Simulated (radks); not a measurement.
Results of a calculation; reference values are marked as such.
The nuclear charge of neutral dysprosium is varied continuously with 66 electrons held in [Xe] 4f10 6s2. Level of theory: scalar-relativistic Kohn-Sham, LDA (Slater exchange, Perdew-Wang correlation), spin-unpolarised, spherical densities, finite nucleus; Fermi nuclear charge, rms radius 5.2218 fm (a radial shooting solver on a logarithmic mesh with Libxc functionals). By the Hellmann-Feynman theorem dE/dZ = E(electron-nucleus)/Z, the electronic potential at the nucleus (averaged over a nucleus of fixed radius). The scalar-relativistic energy here is not variational (the density holds large components alone), so the two differ by a part that grows with Z.

| Z | E (hartree) | E(electron-nucleus)/Z (hartree) | HOMO | e(HOMO) (eV) | <r> HOMO (bohr) |
|---|---|---|---|---|---|
| 65.8 | -12057.8323 | -448.496 | 4f | -0.931 | 0.9092 |
| 65.9 | -12103.0047 | -449.512 | 4f | -2.092 | 0.8944 |
| 66 | -12148.2802 | -450.527 | 4f | -3.326 | 0.8813 |
| 66.1 | -12193.6586 | -451.541 | 6s | -4.498 | 3.970 |
| 66.2 | -12239.1399 | -452.554 | 6s | -5.122 | 3.889 |
| 66.3 | -12284.7241 | -453.567 | 6s | -5.767 | 3.812 |
| 66.4 | -12330.4111 | -454.579 | 6s | -6.431 | 3.741 |
| 66.5 | -12376.2009 | -455.591 | 6s | -7.114 | 3.674 |
| 66.6 | -12422.0934 | -456.603 | 6s | -7.815 | 3.610 |
| 66.7 | -12468.0887 | -457.615 | 6s | -8.533 | 3.550 |
| 66.8 | -12514.1867 | -458.627 | 6s | -9.269 | 3.494 |
| 66.9 | -12560.3876 | -459.638 | 6s | -10.020 | 3.440 |
| 67 | -12606.6911 | -460.650 | 6s | -10.788 | 3.389 |

The central difference of E at Z = 66 is -453.270 hartree, to compare with the third column; the second derivative is -10.3 hartree.
